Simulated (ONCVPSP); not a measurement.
## Ranking ONCV potentials for zirconium

All share these settings but for the change named:

zirconium (Zr), optimised norm-conserving Vanderbilt (ONCV), made with ONCVPSP 4.0.1 (PBEsol, fully relativistic). Core [Ar] 3d10, reference 4s2 4p6 4d2 5s1.5 (charge +0.5). Waves: 4s+5s: rc 2.20 bohr, ncon 3, nbas 6, qcut 5.2 1/bohr, 2 projectors; 4p: rc 2.30 bohr, ncon 5, nbas 8, qcut 6.9 1/bohr, 2 projectors, debl 3.6 Ha; 4d: rc 1.85 bohr, ncon 5, nbas 8, qcut 5.5 1/bohr, local. Local part: the d channel. Core correction: none.

Open shells are filled in proportion to 2j + 1.

Cutoff: the first of the cutoffs (Ha) at which the residual kinetic energy of the hardest occupied pseudo-wave falls to 1 and 0.1 mHa per electron; the density cutoff is not measured.

The base gives 15 Ha.

Of 7 variants that were run, those that failed, showed a ghost or another fault, or gave nearly equal values are left out.

A variant can come out equal or close to the base.

(1) Rank these variants from softest to hardest (loose cutoff).
A. s: qcut 3.5; p: qcut 4.7; d: qcut 3.7
B. s: qcut 6; p: qcut 8; d: qcut 6.4
C. s: qcut 7.6; p: qcut 10.1; d: qcut 8.1

Answers

(1) B (15 Ha), C (21 Ha), A (50 Ha).
